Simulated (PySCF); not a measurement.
# What a mistake does to a calculation on CH6NOSi cation

These are calculations, not measurements. The program is PySCF 2.14.0, an open-source quantum chemistry code, run on an isolated molecule that a program drew, which may never have been made. The molecule is CH6NOSi cation (charge +1, singlet), drawn as the SMILES string `CN[SiH+]O`.

Each row is a Hartree-Fock (HF) and frozen-core CCSD(T) single point in the cc-pV(D+d)Z basis, meant for a local HF minimum. Run 1 is clean. Each other run has one planted mistake out of seven kinds, and not every kind appears here: one electron removed, one electron added, multiplicity raised by two, geometry at a saddle point, minimal basis STO-3G, one bond length entered in bohr, all coordinates scaled. The reference is restricted for singlets and unrestricted otherwise, and also for a bond in bohr. Adding or removing an electron swaps singlet and doublet. Electrons count all cores. HOMO and LUMO are orbital energies over both spins, the gradient is its largest component, and the lowest frequency (negative if imaginary) is given only where the gradient is small. Bond lengths are over the 9 bonds as drawn. T1 is the CCSD diagnostic: over 0.02 (restricted) or 0.045 (unrestricted) a single reference is doubtful.

Geometry of the clean run:
```xyz
10
CH6NOSi cation, angstrom
C     0.2572    0.0983    0.8852
N    -0.7360   -0.9395    0.5432
Si   -1.3705   -2.1317    1.4473
O    -1.0079   -2.4012    2.9485
H    -0.1845    1.0831    0.7547
H     0.5684   -0.0138    1.9210
H     1.1281   -0.0044    0.2426
H    -1.0594   -0.8816   -0.4100
H    -2.3443   -3.0375    0.8746
H    -0.4235   -1.9897    3.5731
```

| run | electrons | basis functions | <S^2> | HOMO (eV) | LUMO (eV) | gradient (hartree/bohr) | lowest frequency (cm^-1) | mean bond (Å) | longest bond (Å) | T1 | HF (hartree) | CCSD(T) (hartree) | mistake |
|---|---|---|---|---|---|---|---|---|---|---|---|---|---|
| 1 | 40 | 95 | 0.000 | -16.89 | -2.86 | 2.3e-05 | 140 | 1.2596 | 1.625 | 0.0138 | -459.43265 | -460.06664 | no fault |
| 2 | 40 | 95 | 0.000 | -17.34 | -2.37 | 7.7e-02 | - | 1.1740 | 1.515 | 0.0112 | -459.37198 | -459.98785 | all coordinates scaled |
| 3 | 39 | 95 | 0.761 | -26.02 | -13.45 | 1.0e-01 | - | 1.2596 | 1.625 | 0.0280 | -458.88216 | -459.48214 | one electron removed |
| 4 | 40 | 95 | 2.040 | -11.05 | -6.36 | 1.3e-01 | - | 1.2596 | 1.625 | 0.0216 | -459.25867 | -459.86458 | multiplicity raised by two |
| 5 | 40 | 95 | 0.851 | -16.86 | -5.07 | 1.1e-02 | - | 1.4028 | 2.736 | 0.0413 | -459.31196 | -459.93416 | ? |

**Which mistake was planted in run 5, and what did it cost?**

The mean bond changes by a factor of 1.114 and the longest by 1.684, so the molecule wasn't scaled as a whole. A length L in bohr read as angstrom grows by (1/0.5292 - 1) L = 0.890 L. The 9 bonds together grew by 9 x 0.1432 = 1.289 Å, which gives L = 1.449 Å. That is bond Si3-H9, 1.448 Å in the clean geometry. So the mistake is: one bond length entered in bohr. Subtracting run 1 and multiplying by 627.51 kcal/mol a hartree, the energy moved by 75.7 kcal/mol in HF and 83.1 kcal/mol in CCSD(T).

